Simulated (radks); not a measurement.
Values are calculated unless marked as measured or tabulated.
Fractional charge and spin in the 5s shell of antimony: the spin-up occupation runs from 0 to 1 and the spin-down occupation from 0 to 1; the fullest corner is Sb, [Kr] 4d10 5p(up 1.5, down 1.5) 5s(up 1, down 1). Code: a radial shooting solver on a logarithmic mesh with Libxc functionals. Model: scalar-relativistic Kohn-Sham, r2SCAN, spin-polarised, spherical densities, finite nucleus; meta-GGA in the generalised Kohn-Sham scheme; Fermi nuclear charge, rms radius of each element as measured or else 0.836 A^(1/3) + 0.57 fm. Energy (eV) above the fullest corner. The planes named below are the two flat planes that join the four corners, with an edge along up + down = one added electron.

down \ up       0     0.5       1
0          43.832  29.362  17.028
0.5        29.362  17.436   7.552
1          17.028   7.552   0.000

Corners above the fullest one (they belong to Sb+ and the next ion): (up 1, down 0) 17.028 eV, (up 0, down 1) 17.028 eV, (up 0, down 0) 43.832 eV. With half an added electron in each spin the energy lies 0.408 eV from the planes, and with half an added electron in spin up alone -1.068 eV. The planes are only a guide here: the flat-plane condition holds for ground states with one frontier orbital, while this shell lies below other occupied shells, so the corners above the fullest one are inner-hole states and not the ground states of those ions.
